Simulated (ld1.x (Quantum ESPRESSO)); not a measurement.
silver (Ag), PAW: configuration errors across variants

silver (Ag), PAW, made with ld1.x (Quantum ESPRESSO) 7.5 (PBE, scalar-relativistic). Core [Kr], reference 4d9 5s2 5p0. Waves: 5s (bound): rcut 1.90, rcutus 2.10 bohr; 5s channel at 0.65 Ry: rcut 1.90, rcutus 2.10 bohr; 5p (bound, empty): rcut 2.80, rcutus 3.00 bohr; 5p channel at 2.1 Ry: rcut 2.80, rcutus 3.00 bohr; 4d (bound): rcut 1.35, rcutus 1.50 bohr; 4d channel at 1 Ry: rcut 1.35, rcutus 1.50 bohr. Local part: all-electron potential smoothed inside 2.30 bohr (lloc = -1). Core correction: Bessel-smoothed model core inside 0.75 bohr. Augmentation charge: BESSEL, radius 1.55 bohr.

All-electron excitation energies from the reference (eV): (1) 4d10 5s1 5p0 -4.077; (2) 4d10 5s0 5p0 3.680; (3) 4d9 5s0 5p0 25.794; (4) 4d9 5s1 5p1 4.495; (5) 4d10 5s0 5p1 -0.211; (6) 4d7 5s0 5p0 113.703; (7) 4d9 5s1 5p0 9.075.

Tests that are not counted but printed errors over 1 eV. “all radii but the core radius scaled by about 1.40 (s 2.94, p 4.20, d 2.10 bohr, rcut 2.66/3.92/1.90); local potential all-electron potential smoothed inside 3.22 bohr (lloc = -1); augmentation BESSEL, radius 2.18 bohr”: 4d7 5s0 5p0 (solver errors, printed error -497 eV).

3 further variants failed, have other tests or another functional or relativity, and are left out.

A true bound ghost makes a file unfit for plane-wave use even where its test errors are small: the radial tests pick states by their node count and pass the ghost by.

Errors AE − PS in meV (a dash: test not solved or not reliable):

| change | (1) | (2) | (3) | (4) | (5) | (6) | (7) | bound ghosts |
| --- | --- | --- | --- | --- | --- | --- | --- | --- |
| base | -43 | -59 | -9.7 | -1.4 | -53 | -634 | -2.5 | none |
| all radii but the core radius scaled by about 1.40 (s 2.94, p 4.20, d 2.10 bohr, rcut 2.66/3.92/1.90); local potential all-electron potential smoothed inside 3.22 bohr (lloc = -1); augmentation BESSEL, radius 2.18 bohr | -44 | -73 | -15 | -1.3 | -65 | – | -3.3 | none |
| local potential all-electron potential smoothed inside 1.82 bohr (lloc = -1) | -42 | -55 | -7.5 | +1.2 | -54 | -631 | -2.1 | s |
| waves 4d (bound): rcut 1.35, rcutus 1.52 bohr; 4d channel at 1 Ry: rcut 1.35, rcutus 1.52 bohr | -43 | -59 | -9.6 | -1.4 | -53 | -634 | -2.5 | none |
| wave 5s channel at 0.65 Ry: rcut 1.90, rcutus 2.10 bohr becomes 5s channel at -0.16 Ry: rcut 1.90, rcutus 2.10 bohr | -43 | -59 | -9.7 | -1.1 | -53 | -634 | -2.5 | none |
| core correction Bessel-smoothed model core inside 1.78 bohr | -43 | -59 | -9.7 | -1.4 | -53 | -635 | -2.5 | none |
| local potential all-electron potential smoothed inside 2.05 bohr (lloc = -2) | -43 | -59 | -9.7 | -1.4 | -53 | -633 | -2.6 | none |
| augmentation PSQ, radius 1.20 bohr | – | – | – | – | – | – | – | none |
| augmentation BESSEL, radius 1.45 bohr | -43 | -59 | -9.7 | -1.4 | -53 | -634 | -2.5 | none |

Question: Give the same row for: waves 5p (bound): rcut 2.20, rcutus 2.34 bohr; 5p channel at 2.1 Ry: rcut 2.20, rcutus 2.34 bohr.

Answer: -43, -59, -9.7, -1.1, -50, -634, -2.5; bound ghosts: none.
